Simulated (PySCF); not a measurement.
Below is a simulated gas-phase C 1s photoelectron spectrum of `CP(C=C)C#CC`.

Every computed line was given a Gaussian of 0.6 eV full width at half maximum and an area set by the number of equivalent atoms; the highest printed point is 100. Method: delta-SCF UKS SCAN, pcX-2 on the ionised atom, pcseg-1 elsewhere, spin-free X2C in PySCF 2.14.0.

```tsv
binding energy (eV)	intensity
288.7	0
288.8	0
288.9	1
289.0	3
289.1	7
289.2	14
289.3	24
289.4	37
289.5	52
289.6	68
289.7	83
289.8	94
289.9	100
290.0	100
290.1	95
290.2	87
290.3	76
290.4	62
290.5	48
290.6	33
290.7	21
290.8	12
290.9	7
291.0	7
291.1	10
291.2	16
291.3	23
291.4	30
291.5	32
291.6	30
291.7	24
291.8	16
291.9	10
292.0	5
292.1	2
292.2	1
292.3	0
292.4	0
```

**Question.** Count the maxima, the lines and the sites behind this envelope.

**Answer.** The curve has 2 maxima (at 290.0 and 291.5 eV). Under it lie 6 lines from 6 inequivalent carbon sites. At this width some lines have no maximum of their own.

**Question.** Decompose the envelope and assign each component. Numbering: `[CH2:1]=[CH:2][P:3]([CH3:4])[C:5]#[C:6][CH3:7]`.

**Answer.** 
```
position (eV)  relative area  line  atoms                     environment
       289.56              1  C 1s     C5                   alkyne carbon
       289.87              1  C 1s     C6                   alkyne carbon
       289.91              1  C 1s     C1            terminal =CH2 carbon
       290.17              1  C 1s     C2                alkene CH carbon
       290.41              1  C 1s     C4  sp3 carbon bound to phosphorus
       291.50              1  C 1s     C7              propargylic carbon
```

**Question.** What are the centre and the root-mean-square width of the whole band?

**Answer.** The area-weighted mean of the lines is 290.24 eV. Their own spread about it is 0.62 eV (rms) and each Gaussian has σ = 0.6/2.355 = 0.25 eV; the variances add, which gives 0.67 eV.

Lowest listed C 1s: C5, bonded to C (triple bond) and P. Highest, 1.94 eV above it: C7, bonded to C and 3 H. The widest gap between neighbouring values is 1.09 eV, between 290.41 and 291.50 eV. The values 289.87 and 289.91 eV lie too close for their order to be trusted.

Shake-up satellites, vibrational structure and lifetime widths aren't simulated. The unrestricted hole states depart most from a pure doublet (⟨S²⟩ = 0.75; over 0.85 named) for C 1s of C2 (0.85), which makes this value less certain. The structure is a single PBE0-D3(BJ)/def2-SVP conformer in the gas phase; no vibrational or solvent corrections.

Hardware: Arm Neoverse N1, one thread (shared host). Cost: 2.9 min of wall time.

Conformer computed: `[CH2:1]=[CH:2][P:3]([CH3:4])[C:5]#[C:6][CH3:7]`: C1–C2–P3–C4 24°.
